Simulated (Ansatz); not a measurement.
One change: `CB(N)F` becomes `CBN`.

Ansatz, PBE0-D4/def2-TZVP geometries, multiplicity 1. Each molecule was computed in one conformer, which needn't be the lowest.

```
                                        property  `CB(N)F`
           HOMO–LUMO gap (B3LYP/def2-TZVPP) / eV      8.47
              LUMO energy (PBE0/def2-TZVPP) / eV      0.79
  size of the dipole moment (PBE/def2-TZVPP) / D      2.15
             LUMO energy (B3LYP/def2-TZVPP) / eV      0.43
           LUMO energy (ωB97M-V/def2-TZVPP) / eV      2.02
size of the dipole moment (B3LYP/def2-TZVPP) / D      2.19
```

Question: What does the change do to each property? (Estimate.)

Answer: Ansatz gave: 
| property | `CBN` | shift |
| --- | --- | --- |
| HOMO–LUMO gap (B3LYP/def2-TZVPP) / eV | 8.65 | 0.18 |
| LUMO energy (PBE0/def2-TZVPP) / eV | 0.82 | 0.03 |
| size of the dipole moment (PBE/def2-TZVPP) / D | 1.62 | -0.53 |
| LUMO energy (B3LYP/def2-TZVPP) / eV | 0.57 | 0.14 |
| LUMO energy (ωB97M-V/def2-TZVPP) / eV | 2.29 | 0.27 |
| size of the dipole moment (B3LYP/def2-TZVPP) / D | 1.56 | -0.63 |

Dipoles are sizes alone; their direction can turn.

B3LYP here is the variant with VWN-RPA as its local correlation; programs differ in this.
